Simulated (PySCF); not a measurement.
Molecule: C₇H₈O₃S, SMILES Cc1ccc(S(=O)(=O)O)cc1. Atoms near the plane z = 1.2 Å, at the GFN2-xTB optimised geometry (x, y, z in Å): S6 (0.6, 0.4, 0.0), O7 (-0.3, 0.5, 1.1), O8 (1.7, 1.2, -0.1), O9 (1.1, -1.2, 0.0), H17 (2.1, -1.2, 0.0).

Level of theory: CAM-B3LYP/def2-SVP (PySCF). Cells within 0.4 Å of a nucleus heavier than hydrogen are left out (blank, or x). The values are rescaled to run from 0 to 1.

```
|11111111111111111111111111111|
|11111111111111111111111111111|
|11111111111111111111111111111|
|11111111111111111111111111111|
|11111111111111111111111111111|
|11111111111111111111111111111|
|11111111111111111112211111111|
|11111111111121111112221111111|
|11111111112222111112222111111|
|11111111122222111111222211111|
|11111111222233210011222211111|
|11111111222359620001122221111|
|111111112224xxx40001112211111|
|111111112224xxx40001111111111|
|11111111222367520001111111111|
|11111111122222100001111111111|
|11111111122221110111111111111|
|11111111112211111111111111111|
|11111111111111112221111111111|
|11111111111111122221111111111|
|11111111111111222221111111111|
|11111111111111222211111111111|
|11111111111111112111111111111|
|11111111111111111111111111111|
|11111111111111111111111111111|
|11111111111111111111111111111|
|11111111111111111111111111111|
|11111111111111111111111111111|
|11111111111111111111111111111|
```
Scale: ten equal steps from 0.000 (start of '0') to 1.00 (end of '9'), in the order '0123456789'; x runs from -4.50 to 4.50, y from -4.50 (bottom) to 4.50 (top).

Problem. Which quantity is mapped?
A) deformation density (molecule minus spherical neutral atoms)
B) Laplacian of the electron density
C) log10 of the electron density
D) electrostatic potential

Solution. A, deformation density (molecule minus spherical neutral atoms). In full: deformation density (molecule minus spherical neutral atoms) (e/bohr³).
